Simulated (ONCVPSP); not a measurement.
## Before and after: ONCV potential for V

ONCVPSP 4.0.1 input, shortened (lines: element, Z, core and valence counts, functional; n l f; lmax; l rc ep ncon nbas qcut; lloc lpopt rc5 dvloc0; l nproj debl; icmod fcfact rcfact), revPBE, scalar-relativistic:

```
  V 23.00    4    4  -102130      upf
    1    0    2.00
    2    0    2.00
    2    1    6.00
    3    0    2.00
    3    1    6.00
    3    2    3.00
    4    0    1.50
    4    1    0.50
    2
    0    2.75    0.00    4    8    1.90
    1    2.10    0.00    3    6    7.70
    2    1.85    0.00    4    9    6.80
    2    5    1.85    0.00
    0    2    2.70
    1    2    1.60
    2    0    3.40
    3    5.00    1.65
```

Change: d: ncon 3, nbas 8.

Cutoffs: the cutoffs (Ha) at which the residual kinetic energy of the hardest occupied pseudo-wave falls to 1 and 0.1 mHa per electron; they do not see the model core or the augmentation charge, which bear on the density cutoff. Errors are all-electron minus pseudo energies relative to the spin-unpolarised reference configuration.

Question: What does the change do?

Answer: The potential gets softer (22 Ha and 61 Ha → 21 Ha and 31 Ha); both files keep a bound ghost (s); the number of tests with a reliable result goes from 3 to 2.

| quantity | base | changed |
| --- | --- | --- |
| cutoff, loose | 22 Ha | 21 Ha |
| cutoff, tight | 61 Ha | 31 Ha |
| loose cutoff by channel | s 5.9 Ha, p 18 Ha, d 22 Ha | s 5.9 Ha, p 18 Ha, d 21 Ha |
| bound ghosts | s | s |
| GHOST(+) flags under 300 eV | none | none |
| tests with a reliable result | 3 of 4 | 2 of 4 |
| error for 3p6 3d3 4s1 4p0, meV [ΔE 6.02 eV] | -0.9 | -7.6 |
| error for 3p6 3d3 4s0 4p0, meV [ΔE 20.17 eV] | +2.9 | -0.3 |
| s: phases at 2.79 bohr within 0.05 rad from the reference energy up to (Ha; the scan ends near 5) | n/a | n/a |
| p: phases at 2.13 bohr within 0.05 rad from the reference energy up to (Ha; the scan ends near 5) | 3.7 | 3.5 |
| d: phases at 1.88 bohr within 0.05 rad from the reference energy up to (Ha; the scan ends near 5) | 0.3 | 0.3 |
| rms error of d²Exc/dni dnj with the model core, mHa | 1.28 | 1.29 |

 A true bound ghost makes a file unfit for plane-wave use even where its test errors are small: the radial tests pick states by their node count and pass the ghost by.
